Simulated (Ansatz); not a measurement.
Born–Oppenheimer molecular dynamics of C2H8O3Si (14 atoms, charge 0, multiplicity 1). It starts from a relaxed structure.

The calculation used Ansatz, RKS B3LYP-D4/STO-3G.

```yaml
ensemble: NVT, Nosé–Hoover chain
time_step: 1 fs
steps_asked: 150
set_temperature: 700 K
thermostat: time constant 20 fs, chain length 1
temperature_schedule: 37 steps to 700 K, then 113 steps to 10 K
seed: 414991
```

First frame:

```xyz
14
Properties=species:S:1:pos:R:3
Si -0.049 -0.099 0.074
H -0.400 -0.024 1.481
O 1.644 -0.098 -0.022
H 1.850 -0.089 -1.023
O -0.563 1.256 -0.845
C -2.021 1.308 -0.942
H -2.524 1.444 0.043
H -2.284 2.182 -1.571
H -2.462 0.405 -1.421
O -0.693 -1.502 -0.683
C -1.563 -2.276 0.198
H -1.075 -2.591 1.149
H -2.502 -1.742 0.471
H -1.854 -3.197 -0.347
```

How far do the bonds stretch over the last three quarters of this one trajectory? (Pairs bonded in most of those frames.)


```json
{"bond": "Si1–H2", "mean (Å)": "1.465", "spread (Å)": "0.054", "shortest": "1.37", "longest": "1.58"}
{"bond": "Si1–O3", "mean (Å)": "1.712", "spread (Å)": "0.038", "shortest": "1.65", "longest": "1.80"}
{"bond": "Si1–O5", "mean (Å)": "1.700", "spread (Å)": "0.028", "shortest": "1.63", "longest": "1.76"}
{"bond": "Si1–O10", "mean (Å)": "1.712", "spread (Å)": "0.028", "shortest": "1.66", "longest": "1.76"}
{"bond": "O3–H4", "mean (Å)": "1.027", "spread (Å)": "0.023", "shortest": "0.99", "longest": "1.09"}
{"bond": "O5–C6", "mean (Å)": "1.460", "spread (Å)": "0.037", "shortest": "1.38", "longest": "1.55"}
{"bond": "C6–H7", "mean (Å)": "1.118", "spread (Å)": "0.036", "shortest": "1.05", "longest": "1.19"}
{"bond": "C6–H8", "mean (Å)": "1.113", "spread (Å)": "0.023", "shortest": "1.07", "longest": "1.16"}
{"bond": "C6–H9", "mean (Å)": "1.118", "spread (Å)": "0.039", "shortest": "1.03", "longest": "1.20"}
{"bond": "O10–C11", "mean (Å)": "1.463", "spread (Å)": "0.020", "shortest": "1.42", "longest": "1.51"}
{"bond": "C11–H12", "mean (Å)": "1.114", "spread (Å)": "0.017", "shortest": "1.08", "longest": "1.16"}
{"bond": "C11–H13", "mean (Å)": "1.118", "spread (Å)": "0.015", "shortest": "1.09", "longest": "1.16"}
{"bond": "C11–H14", "mean (Å)": "1.120", "spread (Å)": "0.028", "shortest": "1.05", "longest": "1.18"}
```

Mean temperature of the second half: 215 K. The conserved energy stayed within 3.4 meV per atom of its start (net change 0.14 meV per atom), so there is no drift, though single steps change it by up to 23 meV in the whole system, a sign of fast motions only just resolved. The schedule's set-point averaged 239 K over the second half and the system 215 K. A run of 0.15 ps of so small a system gives no equilibrium averages. Limits of this set-up: minimal basis.

Run time: 8.4 min on 1 thread of Arm Neoverse V1 (shared host), peak memory 0.12 GiB.
